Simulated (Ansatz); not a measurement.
Two structures of BHClF₃, singlet, reached by relaxing down either side of one saddle point (PBE0-D4/def2-TZVP). Energies are electronic, without zero-point energy. Ansatz 0.2.0; basis: def2-TZVPP and def2-QZVPP; cores frozen in the correlated methods. Extrapolation: Hartree–Fock as exp(−7.88 √X), correlation as X^−2.97. First:

```
6
angstrom
B -0.2331 -0.7523 -0.4446
Cl 1.4360 -0.5508 -0.9457
F -1.1980 -0.2483 -1.1710
F -0.5180 -1.5004 0.5906
H 0.6830 1.6968 0.9424
F -0.1697 1.3548 1.0284
```

Second:

```
6
angstrom
B -0.9634 -0.3420 0.1289
Cl 1.9810 0.1650 -0.6473
F -1.3895 -0.2567 -1.1083
F -0.7071 -1.5133 0.6597
H 1.9441 1.2016 0.1037
F -0.8648 0.7453 0.8635
```

**Question.** Which bonds change from the first to the second?

**Answer.** BClF₂ ([F][B]([F])[Cl]) + HF → BF₃ ([F][B]([F])[F]) + HCl; bonds formed: B1–F6, Cl2–H5; bonds broken: B1–Cl2, H5–F6.

**Question.** Give the saddle point's structure and its height above each. (An estimate is asked for; the value comes from the calculation.)

**Answer.** Computed: 74.2 kJ/mol above the first and 134.2 kJ/mol above the second (CCSD(T) at an estimated basis limit (MP2 extrapolated from triple and quadruple zeta, plus CCSD(T) − MP2 in triple zeta)).
```tsv
atom	x (Å)	y (Å)	z (Å)
B1	-0.3794	-0.3287	-0.0872
Cl2	1.5455	-0.0363	-0.6223
F3	-1.1955	-0.1270	-1.1032
F4	-0.5074	-1.3940	0.6796
H5	0.8030	0.9429	0.3603
F6	-0.2661	0.9430	0.7729
```

T1 diagnostic: at most 0.012.

Labels in which every atom is bracketed show which atoms are joined, not bond orders.

For scale, one of the runs: CCSD(T)/def2-TZVPP, 180 basis functions, launched by `ansatz run in.yaml --threads 4 --pin off --events-out ev --progress --plain --max-ram 9574MiB`. Hardware: 4 CPU threads of an Arm Neoverse V1, shared host. Wall time 46 s; peak host memory 1.9 GiB.
